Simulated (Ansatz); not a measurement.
System: AlBr$_{2}$ (charge 0, doublet). It need not be the lowest isomer of its formula. SMILES: [Br][Al][Br]
Structure (B3LYP-D3(BJ)/def2-TZVP (Ansatz, a program for electronic structure) minimum search):
```
Al
Br 1 2.2822
Br 1 2.2822 2 119.32
```
Charge 0, spin multiplicity 2.

Computed values are from Ansatz. Correlated levels leave the core frozen unless marked. Open shells are spin-unrestricted. No spin-orbit coupling. Frozen are the shells of the preceding noble gas and the d and f shells that filled before the atom's block. No relativistic terms. Basis-set limits of correlation are two-point, X^-3; Hartree-Fock from the larger set. The bracket is a focal-point correction in the basis named.

```json
{
  "atomisation energy De": "696.4 kJ/mol at RI-MP2/CBS(def2-TZVPPD,def2-QZVPPD)+[CCSD(T)-MP2]/def2-TZVPPD",
  "vertical ionisation energy (to the singlet)": "8.52 eV at RI-MP2/CBS(def2-TZVPPD,def2-QZVPPD)+[CCSD(T)-MP2]/def2-TZVPPD",
  "total_energy": "-5387.4689 Eh at RI-MP2/CBS(def2-TZVPPD,def2-QZVPPD)+[CCSD(T)-MP2]/def2-TZVPPD",
  "dipole_moment": "1.39 D at CCSD(T)/def2-SVPD",
  "T1 diagnostic": "0.014 at CCSD/def2-TZVPPD"
}
```
